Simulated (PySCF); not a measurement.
## Core-level binding energies of `[SiH3]OBP`

BH₆OPSi.
Cartesian coordinates in Å at the PBE0-D3(BJ)/def2-SVP level; atoms count from 1:
```
atom  x, y, z in Å
Si1   -1.297    0.919   -0.605
O2    -0.517   -0.029    0.537
B3     0.719   -0.491    0.819
P4     2.292   -0.123   -0.235
H5    -0.325    1.418   -1.621
H6    -2.342    0.081   -1.253
H7    -1.923    2.062    0.111
H8     0.868   -1.095    1.861
H9     1.763   -0.320   -1.543
H10    2.875   -1.413   -0.098
```

Method used: delta-SCF UKS SCAN, pcX-2 on the ionised atom, pcseg-1 elsewhere, spin-free X2C in PySCF 2.14.0. Each binding energy is the total energy of the core-ionised species, with the hole localised on one atom, minus that of the ground state; both are solved self-consistently, so orbital relaxation is included.

Task: List the computed XPS lines with their assignment.

Result: 
| atom(s) | bonded to | level | binding energy (eV) | 2p1/2 (eV) | count |
| --- | --- | --- | --- | --- | --- |
| P4 | 2 H and B | P 1s | 2149.76 | – | 1 |
| Si1 | O and 3 H | Si 1s | 1847.89 | – | 1 |
| O2 | B and Si | O 1s | 538.53 | – | 1 |
| B3 | O, H and P | B 1s | 196.68 | – | 1 |
| P4 | 2 H and B | P 2p3/2 | 136.23 | 137.12 | 1 |
| Si1 | O and 3 H | Si 2p3/2 | 108.00 | 108.62 | 1 |

Task: Which photon energy gives electrons from O 1s of O2 (atom 2) a kinetic energy of 200 eV, and what is their de Broglie wavelength?

Result: hν = 538.53 + 200 = 738.53 eV, recoil neglected; λ = 12.264 Å/√(E/eV) = 0.87 Å.

Task: Which effective nuclear charge Zeff reproduces each element's mean 1s value in the hydrogen-like formula E = 13.606 eV × Zeff²?

Result: B (Z = 5): mean 196.7 eV, Zeff = 3.80, Z − Zeff = 1.20; O (Z = 8): mean 538.5 eV, Zeff = 6.29, Z − Zeff = 1.71; Si (Z = 14): mean 1847.9 eV, Zeff = 11.65, Z − Zeff = 2.35; P (Z = 15): mean 2149.8 eV, Zeff = 12.57, Z − Zeff = 2.43. Means run over the listed sites, weighted by atom count.

2p3/2 and 2p1/2 are the ΔSCF energy of one spin-free 2p hole plus the eigenvalues of a spin–orbit and ligand-field matrix of the shell. 2p1/2 minus 2p3/2 (ligand field included): Si 0.63 eV, P 0.89 eV. The structure is a single PBE0-D3(BJ)/def2-SVP conformer in the gas phase; no vibrational or solvent corrections.

On Arm Neoverse N1, one thread, on a shared host, this took 51 s of wall time.
